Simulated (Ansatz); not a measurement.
Several settings on one geometry of B(NH2)3 (BN3H6) (that of the charge 0 singlet, PBE-D4/def2-SVP). Ansatz on 2 threads of Arm Neoverse V2 on a shared host; times are rough.

```xyz
10

B    -0.0041    0.0001   -0.0151
N     1.4298   -0.0097   -0.1296
H     1.9741   -0.8583    0.0101
H     1.9874    0.8323   -0.0029
N    -0.7268    1.2439   -0.0846
H    -1.7005    1.3037    0.2066
H    -0.2519    2.1421   -0.0182
N    -0.7262   -1.2389    0.1470
H    -0.2642   -2.1301   -0.0288
H    -1.7177   -1.2850   -0.0844
```

Totals from different functionals, basis sets or treatments of relativity can't be compared as stabilities.

The 6-31G sets use Cartesian d functions. Correlated methods freeze 4 core orbitals.

The spins typed aren't always the lowest for that charge.

Question: Give the basis size and estimate the energy, ⟨S²⟩, dipole and time of these runs.

```csv
run,method,charge,state,further keys
1,RKS LDA (SPW92)/def2-mTZVP,0,singlet,forces asked
2,RKS r2SCAN-rVV10/STO-3G,0,singlet,"fitting: {mean_field: def2-universal-jkfit}; final_grid: {core_spheres: 5, valence_spheres: 4, degree: 11}; scf: {lower_state_search: off}; forces asked"
3,ROKS B3LYP5/def2-SVPD,-1,doublet,–
4,RKS ωB97X/aug-cc-pVDZ,0,singlet,scf: {omitted_lower_state_checks: [starts]}; forces asked
5,RKS PBE-QIDH/6-31G*,0,singlet,scf: {omitted_lower_state_checks: [starts]}; forces asked
6,UKS ωPBEh/6-31++G**,-1,doublet,"final_grid: {core_spheres: 5, valence_spheres: 4, degree: 11}; scf: {omitted_lower_state_checks: [starts]}"
7,RKS revPBE-D3(BJ)/cc-pVDZ,0,singlet,nuclear_model: gaussian; scf: {omitted_lower_state_checks: [starts]}; forces asked
8,RKS CAM-B3LYP/6-31G,0,singlet,nuclear_model: gaussian; scf: {omitted_lower_state_checks: [starts]}
```

Answer: 
```csv
run,functions,energy (Eh),⟨S²⟩,dipole (D),wall time
1,94,-191.2448,–,0.39,0.8 s
2,26,-190.1794,–,0.38,1.2 s
3,128,-192.5705,–,–,7.5 s
4,146,-192.8252,–,0.35,7 s
5,72,-192.5059,–,0.41,2.8 s
6,112,-192.6309,0.75,–,2.8 s
7,86,-192.7939,–,0.32,1.1 s
8,48,-192.6881,–,–,0.7 s
```
